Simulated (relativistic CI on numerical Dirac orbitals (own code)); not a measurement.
## Hg²⁷⁺: sensitivity of the levels to the model

Base calculation: Dirac-Coulomb-Breit CI, separate exchange-only KLI orbitals for each configuration, model QED (radiative potential, 1s self-energy scaled to tabulated hydrogen-like ionisation energies), unscaled Slater integrals.

Configurations in the expansion (outside the closed core [Ar] 3d10): 4s2.4p6.4d10.4f7, 4s2.4p6.4d10.4f6.5s, 4s2.4p6.4d9.4f8, 4s2.4p6.4d10.4f5.5s2, 4s2.4p6.4d10.4f6.5p, 4s2.4p5.4d10.4f8, 4s.4p6.4d10.4f8, 4s2.4p6.4d10.4f6.6s, 4p6.4d10.4f9. Levels of other configurations are missing.

Variants: (1) non-relativistic limit; (2) only the first configuration. Shifts of the energy above 4s2.4p6.4d10.4f7 8S°_7/2, in cm⁻¹, for the lowest level and the first level of each name with at least 55 % of one term (blank where a level changes its place among those of its configuration and J or its character, or is not in the variant):

```
                    Level      Base      Δ(1)     Δ(2)
 4s2.4p6.4d10.4f7 8S°_7/2       0.0       0.0      0.0
 4s2.4p6.4d10.4f7 6P°_3/2   87599.0   +3665.4  +1330.6
4s2.4p6.4d10.4f7 6I°_17/2   90511.5   +6322.8   +775.8
4s2.4p6.4d10.4f7 6I°_11/2   94894.3   +1940.0   +955.5
4s2.4p6.4d10.4f7 6I°_13/2   97975.2   -1140.8   +947.0
4s2.4p6.4d10.4f7 6I°_15/2   98976.3   -2142.0   +768.3
 4s2.4p6.4d10.4f7 6D°_1/2  120283.0  -12664.4  +1512.3
4s2.4p6.4d10.4f7 4N°_23/2  146210.9   +3999.7    +48.3
4s2.4p6.4d10.4f7 4N°_21/2  153399.3   -3188.6   +237.5
4s2.4p6.4d10.4f7 4L°_19/2  168937.6  -11175.5   +699.0
```

At this charge energies of transitions that change n are usually good to better than 1 %, and those within a shell (Δn = 0) to a few per cent. Terms inside the open d or f shell come out 10 to 20 % too wide with unscaled integrals.

Ionisation energy from the two ground configurations alone: base 919.86 eV. The NIST ASD value (theoretical) is 930 eV.

LS names give the leading component of a level, which can be under half, so a name can repeat, a term be missing and a line seem to break the LS rules.
